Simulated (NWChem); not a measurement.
Species: AlSiH$_{4}$O$_{2}$Cl; SMILES [OH][Al]([Cl])[O][SiH3]

```xyz
9

Al    -0.4573     0.7024     0.0018
Cl     1.1869     1.9834     0.0084
O     -1.9847     1.4184    -0.0046
H     -2.8205     0.9501    -0.0100
O     -0.2332    -0.9671     0.0033
Si     0.3041    -2.5269     0.0020
H     -0.7372    -3.4154    -0.5966
H      0.5749    -2.9768     1.4006
H      1.5589    -2.6496    -0.7996
```
Atoms are numbered in this order, from 1.

Computed with NWChem. Pople sets run with spherical d functions. Structure relaxed at the PBE0/def2-SVP level. B3LYP is NWChem's, with the RPA form of VWN correlation. Atomic charges in e: unrestrained fits to the electrostatic potential beside Mulliken populations; buried atoms are poorly determined by the fit.

For level Hartree-Fock/6-31G*:

```
Quantity      Result
------------  ------
ESP Al1         1.29
Mulliken Al1    1.29
ESP O3         -0.91
Mulliken O3    -0.93
ESP O5         -0.72
Mulliken O5    -0.94
ESP Si6         0.73
Mulliken Si6    0.96
```

### Question
How do the values read with level B3LYP/def2-SVP instead?

### Answer
The ESP Al1 comes out as 1.04 and the Mulliken Al1 is 0.85. The ESP O3 comes out as -0.77 and the Mulliken O3 is -0.44. The ESP O5 is -0.57, the Mulliken O5 comes out as -0.60 and the ESP Si6 is 0.59. The Mulliken Si6 is 0.64.
